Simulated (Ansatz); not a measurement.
Ideal-gas functions of `[OH][Hf]([Cl])([Cl])[Cl]` at 600 K and 1 bar, from an Ansatz frequency run at PBE0-D4/def2-TZVP.

Molar mass 301.86 g/mol, point group C3v (symmetry number 3), electronic degeneracy 1, moments of inertia 378.64, 378.743, 517.861 u Å². Harmonic wavenumbers (cm⁻¹, unscaled): 97, 97, 104, 148, 148, 244, 244, 377, 386, 386, 740, 4004.

Use S(trans) = R[1.5 ln M + 2.5 ln T − 1.1517]; rotational temperatures θ = 24.2544 K / I; S(rot) = R[ln(√π/σ · √(T³/θAθBθC)) + 1.5]; for each mode x = 1.438777 ν̃/T, S = R[x/(eˣ − 1) − ln(1 − e⁻ˣ)] and H = RT x/(eˣ − 1); 1 cm⁻¹ = 0.0119627 kJ/mol; R = 8.31446 J/(mol·K).

**Question.** By hand: the entropy, in J/(mol·K).

**Answer.** Translation 194.6. Rotation: θ = 0.0641, 0.064, 0.0468 K, giving 123.5. Vibration, mode by mode: 20.46, 20.46, 19.88, 16.97, 16.97, 12.89, 12.89, 9.43, 9.25, 9.25, 4.56, 0.01, in all 153.0. Electronic 0.0. Sum 471.1 J/(mol·K).

**Question.** By hand: H − E and G − E in kJ/mol, counted from the electronic energy.

**Answer.** Zero-point energy ½ × 6975 × 0.0119627 = 41.7; thermal vibration 39.8; translation, rotation and pV give 4 RT = 20.0. H − E = 101.5 kJ/mol, and G − E = 101.5 − 600 × 471.1/1000 = -181.2 kJ/mol.

Vibration gives 32 % of the entropy, 94.7 J/(mol·K) of it from the modes under 150 cm⁻¹: soft modes count most, and the harmonic formula is weakest for them. The sum counts one conformer and one mirror image; others add a mixing term.
